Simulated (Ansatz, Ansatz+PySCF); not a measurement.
```xyz
6

O    -1.3396   -0.1445    0.0000
H    -1.7527    0.6381    0.0000
H    -0.4747    0.0808    0.0000
O     1.2636    0.1489    0.0000
H     1.4176   -0.3771   -0.6978
H     1.4176   -0.3771    0.6978
```

Basis set: def2-SVP (spherical functions). Frozen core: 2 orbitals. Charge 0, multiplicity 1.

Computed with Ansatz (development build ahead of 0.2.0); each method stands on the lowest determinant of its kind that the runs found. Restricted open shells among the atoms or ions are ROHF, correlated in semicanonical orbitals with singles.

The atomization energy at this shape (free ground-state atoms in the same class of orbitals less the molecule, no zero-point energy) of singlet H₄O₂:

| method | atomization energy |
| --- | --- |
| RHF-CCSD(T) | 17.93 eV |
| RHF-MP2 | 18.16 eV |
| UHF | 12.86 eV |

Task: What does RHF give?

Result: 13.14 eV. Caution: the shape is not the minimum.
